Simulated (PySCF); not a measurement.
CH4AlIO. Atoms are numbered in the order given.

```xyz
8

Al     0.1002    -1.3762     0.0000
I     -0.0466     1.1190     0.0000
C     -1.4934    -2.4789     0.0000
H     -2.1150    -2.2680     0.8860
H     -1.2348    -3.5493     0.0000
H     -2.1150    -2.2680    -0.8860
O      1.6383    -2.1013     0.0000
H      2.4856    -1.6461     0.0000
```

Geometry optimised at B3LYP-D3(BJ)/def2-SVP. The def2 effective core potentials stand for the cores of I; spin–orbit coupling is left out. The values are those of a single conformer.

Level of theory: CAM-B3LYP/def2-TZVP (PySCF).

ESP charges are fitted to the potential on shells at 1.4 to 2.0 van der Waals radii. Atomic charges (e):

```csv
atom,Löwdin,ESP fit,Mulliken
Al1,-0.22,0.77,0.59
I2,0.21,-0.28,-0.24
C3,-0.48,-0.38,-0.56
H4,0.14,0.06,0.14
H5,0.14,0.11,0.15
H6,0.14,0.06,0.14
O7,-0.13,-0.73,-0.53
H8,0.18,0.39,0.32
```
